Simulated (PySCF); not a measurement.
This PySCF input asks for the NMR shieldings of SMILES C1[C@H](C(F)F)[SiH2]O1, C3H6F2OSi; the geometry comes from GFN2-xTB.

```python
import basis_set_exchange as bse
import numpy as np
from pyscf import gto, dft
from pyscf.prop import nmr

atoms = """
F    -2.079314    0.292587    1.296950
C    -1.506363   -0.133275    0.140258
F    -2.207031   -1.242628   -0.227407
C    -0.049825   -0.436378    0.341839
C     0.735047   -0.619781   -0.959826
O     1.627003    0.498525   -0.876777
Si    1.115425    1.071649    0.587773
H    -1.696472    0.635543   -0.624239
H     0.040814   -1.277234    1.026737
H     0.128609   -0.534706   -1.863252
H     1.314588   -1.541708   -1.000838
H     2.098827    0.913672    1.647532
H     0.474305    2.374220    0.493522
"""
names = dict.fromkeys(["F", "C", "O", "Si", "H"], "pcSseg-1")
basis = {el: gto.basis.parse(bse.get_basis(n, elements=[el], fmt="nwchem")) for el, n in names.items()}
mol = gto.M(atom=atoms, basis=basis, charge=0, verbose=0)
mf = dft.RKS(mol, xc="PBE0")
mf.grids.level = 2
mf.grids.alignment = dft.numint.BLKSIZE   # the property module wants whole blocks of grid points
mf.conv_tol = 1e-9
mf.kernel()

calc = nmr.RKS(mf)   # GIAO
C = mf.mo_coeff
Co = C[:, mf.mo_occ > 0]
resp = mf.gen_response(singlet=True, hermi=2)
def vind(x):   # induced exchange potential for any number of trial vectors
    d = np.einsum("pi,xij,qj->xpq", C, 2 * x.reshape(-1, C.shape[1], Co.shape[1]), Co, optimize=True)
    return np.einsum("xpq,pi,qj->xij", resp(d - d.transpose(0, 2, 1)), C, Co, optimize=True).ravel()
mo1, _ = nmr.rhf.solve_mo1(calc, with_cphf=vind)
sigma = calc.kernel(mo1)
for i, s in enumerate(sigma):   # ppm
    print("%2d %-2s %9.2f" % (i, mol.atom_pure_symbol(i), np.trace(s) / 3))
```

Q: What does it print?

A: 
```
 0 F     299.11
 1 C      60.86
 2 F     295.43
 3 C     144.82
 4 C     114.22
 5 O     297.40
 6 Si    336.85
 7 H      25.04
 8 H      28.61
 9 H      26.95
10 H      26.69
11 H      25.89
12 H      25.97
```

These numbers come from an equivalent density-fitted implementation of the same equations, which agrees with the script to about 0.01 ppm for H and up to a few tenths of a ppm for heavy atoms, so last digits may differ.

Size and cost of the density-fitted run: 156 basis functions, 31 s wall time on 1 thread of an Arm Neoverse N1, shared host; peak memory 0.73 GiB.
